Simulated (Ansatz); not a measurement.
The cluster Cu3Sn2⁺. The state is a singlet with charge 1. Geometry PBE-D4/def2-SVP.

```tsv
atom	x (Å)	y (Å)	z (Å)
Cu1	-0.369	-0.422	-1.383
Cu2	-1.727	0.873	0.144
Cu3	1.704	-0.899	-0.230
Sn4	0.813	1.540	0.167
Sn5	-0.421	-1.091	1.302
```

In the def2 sets Sn takes a core potential; there is no spin–orbit coupling. B3LYP takes the VWN-RPA correlation. The restricted singlet is unstable towards broken spin symmetry in Hartree–Fock (as tested in another run); at PBE-D4/def2-TZVP, r2SCAN-D4/def2-TZVP, B3LYP-D4/def2-TZVP, CAM-B3LYP-D4/def2-TZVP and others this wasn't settled. No other spin state of charge 1 was run. The structure comes from a short search, and lower isomers may exist.

**Question.** Estimate the orbital energies around the gap (eV) in Ansatz with PBE-D4/def2-TZVP, r2SCAN-D4/def2-TZVP, B3LYP-D4/def2-TZVP, CAM-B3LYP-D4/def2-TZVP, ωB97M-V/def2-TZVP.

**Answer.** 
```json
{"orbital": "HOMO−5", "PBE-D4/def2-TZVP": "-10.88", "r2SCAN-D4/def2-TZVP": "-11.01", "B3LYP-D4/def2-TZVP": "-12.37", "CAM-B3LYP-D4/def2-TZVP": "-14.05", "ωB97M-V/def2-TZVP": "-15.08"}
{"orbital": "HOMO−4", "PBE-D4/def2-TZVP": "-10.75", "r2SCAN-D4/def2-TZVP": "-10.89", "B3LYP-D4/def2-TZVP": "-12.28", "CAM-B3LYP-D4/def2-TZVP": "-14.04", "ωB97M-V/def2-TZVP": "-14.99"}
{"orbital": "HOMO−3", "PBE-D4/def2-TZVP": "-10.71", "r2SCAN-D4/def2-TZVP": "-10.84", "B3LYP-D4/def2-TZVP": "-12.21", "CAM-B3LYP-D4/def2-TZVP": "-13.96", "ωB97M-V/def2-TZVP": "-14.99"}
{"orbital": "HOMO−2", "PBE-D4/def2-TZVP": "-10.33", "r2SCAN-D4/def2-TZVP": "-10.42", "B3LYP-D4/def2-TZVP": "-11.04", "CAM-B3LYP-D4/def2-TZVP": "-12.18", "ωB97M-V/def2-TZVP": "-12.89"}
{"orbital": "HOMO−1", "PBE-D4/def2-TZVP": "-10.16", "r2SCAN-D4/def2-TZVP": "-10.26", "B3LYP-D4/def2-TZVP": "-11.00", "CAM-B3LYP-D4/def2-TZVP": "-12.10", "ωB97M-V/def2-TZVP": "-12.79"}
{"orbital": "HOMO", "PBE-D4/def2-TZVP": "-8.76", "r2SCAN-D4/def2-TZVP": "-8.84", "B3LYP-D4/def2-TZVP": "-9.31", "CAM-B3LYP-D4/def2-TZVP": "-10.37", "ωB97M-V/def2-TZVP": "-11.06"}
{"orbital": "LUMO", "PBE-D4/def2-TZVP": "-7.92", "r2SCAN-D4/def2-TZVP": "-7.87", "B3LYP-D4/def2-TZVP": "-7.43", "CAM-B3LYP-D4/def2-TZVP": "-6.39", "ωB97M-V/def2-TZVP": "-5.62"}
{"orbital": "LUMO+1", "PBE-D4/def2-TZVP": "-7.65", "r2SCAN-D4/def2-TZVP": "-7.58", "B3LYP-D4/def2-TZVP": "-7.16", "CAM-B3LYP-D4/def2-TZVP": "-6.10", "ωB97M-V/def2-TZVP": "-5.32"}
{"orbital": "LUMO+2", "PBE-D4/def2-TZVP": "-7.31", "r2SCAN-D4/def2-TZVP": "-7.04", "B3LYP-D4/def2-TZVP": "-6.71", "CAM-B3LYP-D4/def2-TZVP": "-5.58", "ωB97M-V/def2-TZVP": "-4.77"}
{"orbital": "LUMO+3", "PBE-D4/def2-TZVP": "-6.62", "r2SCAN-D4/def2-TZVP": "-6.44", "B3LYP-D4/def2-TZVP": "-6.02", "CAM-B3LYP-D4/def2-TZVP": "-4.88", "ωB97M-V/def2-TZVP": "-4.13"}
{"orbital": "LUMO+4", "PBE-D4/def2-TZVP": "-6.57", "r2SCAN-D4/def2-TZVP": "-6.39", "B3LYP-D4/def2-TZVP": "-5.96", "CAM-B3LYP-D4/def2-TZVP": "-4.88", "ωB97M-V/def2-TZVP": "-4.07"}
{"orbital": "LUMO+5", "PBE-D4/def2-TZVP": "-5.32", "r2SCAN-D4/def2-TZVP": "-5.09", "B3LYP-D4/def2-TZVP": "-4.84", "CAM-B3LYP-D4/def2-TZVP": "-3.80", "ωB97M-V/def2-TZVP": "-3.07"}
```
